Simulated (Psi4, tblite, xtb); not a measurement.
B2O2 (diboron dioxide): methods side by side

B2O2 has 4 atoms, charge 0, and is taken as a singlet. SMILES: `O=BB=O`. The coordinates come from a PBE0-D4/def2-TZVP relaxation.

Each level gives the vertical energy of the triplet above the singlet (eV). The values are calculated.

| level | kind | program | value (eV) | CPU time (all runs) |
| --- | --- | --- | --- | --- |
| GFN2-xTB | semi-empirical | xtb | 5.70 | under 2 s |
| IPEA1-xTB | semi-empirical | tblite | 8.07 | under 2 s |
| SVWN5/aug-cc-pVDZ | LDA | Psi4 | 5.94 | 43 s |
| revPBE/aug-cc-pVDZ | GGA | Psi4 | 5.70 | 80 s |
| BHLYP/aug-cc-pVDZ | global hybrid | Psi4 | 6.41 | 81 s |
| wB97X/aug-cc-pVDZ | range-separated hybrid | Psi4 | 8.27 | 2.1 min |
| B2PLYP/aug-cc-pVDZ (density fitting for correlation) | double hybrid | Psi4 | 6.78 | 91 s |
| MP3/aug-cc-pVDZ | perturbation theory | Psi4 | 8.97 | 55 s |

The values span 5.70 to 8.97 eV. Spin contamination of the reference (⟨S²⟩ at least 0.1 too high) touches B2PLYP/aug-cc-pVDZ. The xTB rows lack spin polarisation, so open shells miss the exchange term that lowers them. Times are those of the runs behind each value, whatever else they computed, on shared processors of several kinds: orders of magnitude only.
